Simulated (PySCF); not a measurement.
Work out the structure from these simulated measurements.

Formula: C5H14AlAs.

* Valence photoelectron: vertical ionisation energy: 9.18 eV [ΔSCF PBE0/def2-SVPD]
* 13C NMR: chemical shifts (computed TMS as zero) by class: 131.8 (1 C), 115.8 (1 C), 33.6 (1 C), 22.4 (1 C), 13.0 (1 C) ppm [GIAO KT2/pcSseg-1]
* Polarisability: 132.1 au [PBE0/def2-SVPD]
* 1H NMR: chemical shifts (computed TMS as zero) by class: 6.18 (1 H), 5.24 (1 H), 5.18 (1 H), 3.96 (3 H), 3.87 (1 H), 2.55 (1 H), 2.47 (1 H), 1.97 (1 H), 1.55 (1 H), 1.32 (3 H) ppm [GIAO KT2/pcSseg-1]
* Dipole: 5.05 D [PBE0/def2-SVPD]
* UV, first state: lowest singlet excitation: 6.20 eV (200 nm, f = 0.004) [TDDFT PBE0/def2-SVPD]
* UV, strongest line: among the 10 lowest singlet transitions: S10 at 6.78 eV (183 nm, f = 0.240) [TDDFT PBE0/def2-SVPD]
* Rotational structure: rotational constants A, B, C: 1.863, 0.951, 0.684 GHz [PBE0-D3(BJ)/def2-SVP]
* NMR, other nuclei: isotropic shieldings of nuclei other than C and H, by class: 464 (1 Al), 1404 (1 As) ppm [GIAO KT2/pcSseg-1]
* Triplet: lowest triplet excitation (Tamm–Dancoff): 4.18 eV [TDA PBE0/def2-SVPD]

Gas-phase values; electronic properties from PySCF, density fitting. Levels stand in brackets. Geometry: PBE0-D3(BJ)/def2-SVP, one conformer, isolated molecule. The calculation is non-relativistic and has no spin–orbit coupling, an omission that weighs most on arsenic. Each NMR value is the plain mean over a class of atoms that symmetry, rotation or inversion makes alike.

Question: Give a SMILES that accounts for the data.

Answer: Numbering: `[CH2:1]=[CH:2][CH2:3][As@H+:4]([AlH3-:5])[CH2:6][CH3:7]`. 5 carbons fall into 5 classes; from least to most shielded: alkene CH carbon [C2] (131.8 ppm), terminal =CH2 carbon [C1] (115.8 ppm), allylic carbon [C3] (33.6 ppm), chain CH2 carbon [C6] (22.4 ppm), methyl carbon [C7] (13.0 ppm). Hydrogen classes from least to most shielded: 1 H on an alkene CH carbon, C2 (6.18 ppm), 1 H on a terminal =CH2 carbon, C1 (5.24 ppm), 1 H on a terminal =CH2 carbon, C1 (5.18 ppm), 3 H on an aluminium bonded to As and 3 H, Al5 (3.96 ppm), 1 H on an arsenic bonded to Al, 2 C and H, As4 (3.87 ppm), 1 H on an allylic carbon, C3 (2.55 ppm), 1 H on an allylic carbon, C3 (2.47 ppm), 1 H on a chain CH2 carbon, C6 (1.97 ppm), 1 H on a chain CH2 carbon, C6 (1.55 ppm), 3 H on a methyl carbon, C7 (1.32 ppm, a mean of values up to 0.6 ppm apart in this geometry). The other shieldings belong to: 464 ppm, aluminium bonded to As and 3 H [Al5]; 1404 ppm, arsenic bonded to Al, 2 C and H [As4]. The optimised geometry has point group C1 and is an asymmetric top. Structure: `C=CC[As@H+]([AlH3-])CC`. The assignments are read from this structure; whether some other isomer fits the data as well wasn't checked. The mirror image fits equally. NMR values of atoms bound to As lack the spin–orbit term that these neighbours bring.

The values belong to the conformer `[CH2:1]=[CH:2][CH2:3][As@H+:4]([AlH3-:5])[CH2:6][CH3:7]`: C1–C2–C3–As4 -113°, C2–C3–As4–Al5 -64°, C3–As4–C6–C7 -174°.
